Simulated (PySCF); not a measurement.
Si(Cl)(H)2(SeH) (ClH3SeSi), SMILES [SeH][SiH2]Cl.

The structure is a stationary point at TPSSh-D3(BJ)/def2-SVP. Other conformers were not sampled.

Level of theory: PySCF 2.14.0 with TDA-M06-2X/def2-SVPD.

Vertical excitations. The molecule is in vacuum. State labels are in the subgroup Cs.

Computed lowest excited states:
```
state  symmetry  energy (eV)  λ (nm)      f                                                                 main pairs
-----  --------  -----------  ------  -----  -------------------------------------------------------------------------
S1           A"         5.20     238  0.001                                                             HOMO→LUMO 75 %
S2           A"         5.83     213  0.036                         HOMO→LUMO+1 57 %, HOMO→LUMO+2 21 %, HOMO→LUMO 16 %
S3           A"         5.88     211  0.003                                         HOMO→LUMO+2 67 %, HOMO→LUMO+1 23 %
S4           A"         7.24     171  0.006                                                           HOMO→LUMO+4 77 %
S5           A'         7.26     171  0.006   HOMO−1→LUMO 32 %, HOMO→LUMO+5 24 %, HOMO−1→LUMO+2 18 %, HOMO→LUMO+8 16 %
S6           A'         7.36     169  0.003  HOMO−1→LUMO+1 37 %, HOMO−1→LUMO+2 28 %, HOMO→LUMO+5 18 %, HOMO→LUMO+8 7 %
S7           A"         7.36     169  0.012                                                           HOMO→LUMO+3 81 %
S8           A"         7.51     165  0.011                                     HOMO−2→LUMO+2 49 %, HOMO−2→LUMO+1 36 %
S9           A"         7.61     163  0.007                                                           HOMO→LUMO+6 76 %
S10          A'         7.64     162  0.127                     HOMO→LUMO+5 47 %, HOMO−1→LUMO 22 %, HOMO−1→LUMO+1 22 %
T1           A"         4.90     253      0                                           HOMO→LUMO 70 %, HOMO→LUMO+1 12 %
T2           A"         5.45     228      0        HOMO→LUMO+2 43 %, HOMO→LUMO+1 26 %, HOMO→LUMO 17 %, HOMO→LUMO+6 7 %
T3           A"         5.80     214      0                                         HOMO→LUMO+1 48 %, HOMO→LUMO+2 40 %
T4           A'         6.61     188      0                                                           HOMO−1→LUMO 70 %
```
Triplets are in the Tamm–Dancoff approximation.
